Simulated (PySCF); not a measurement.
PbO: from constants to spectrum

RHF-CCSD(T) constants of PbO, ¹Σ⁺ (singlet), closed shell (basis Pb def2-SVPD with ECP60, O def2-SVPD; scalar-relativistic core potentials; PySCF 2.14; masses 207.9766 and 15.9949 u):

| Quantity | Value |
| --- | --- |
| ωe | 686.0 cm⁻¹ |
| ωexe | 3.22 cm⁻¹ |
| Be | 0.2901 cm⁻¹ |
| αe | 0.00166 cm⁻¹ |
| De to Pb + O | 4.66 eV |

**Question.** What force constant and bond length do these constants imply?

**Answer.** Reduced mass μred = 14.853 u; k = 5.8918×10⁻⁷·μred·ωe² (u, cm⁻¹, mdyn/Å) = 4.12 mdyn/Å; Re = √(16.8576/(μred·Be)) (u, cm⁻¹, Å) = 1.978 Å.

**Question.** Estimate the centrifugal constant D from the Kratzer relation and find the Dunham coefficient a1.

**Answer.** D = 4Be³/ωe² = 2.08e-07 cm⁻¹; a1 = −1 − αeωe/(6Be²) = -3.26.

Measured values (Huber and Herzberg, Constants of Diatomic Molecules (1979)): ωe = 721.0 cm⁻¹, ωexe = 3.54 cm⁻¹, Be = 0.3073056 cm⁻¹, αe = 0.0019148 cm⁻¹.

Correlated steps freeze 5 core orbitals. Correlated levels converge slowly with the basis: in double zeta they bind strong bonds too weakly, by up to about 1 eV, and carry superposition errors of some tenths. These are scalar-relativistic numbers at best; spin–orbit coupling would shift them, the dissociation energy most. Where the molecule has an RHF reference, its open-shell atoms are computed with UHF. The CCSD T1 diagnostic is raised, a sign that a single reference may not be enough here.
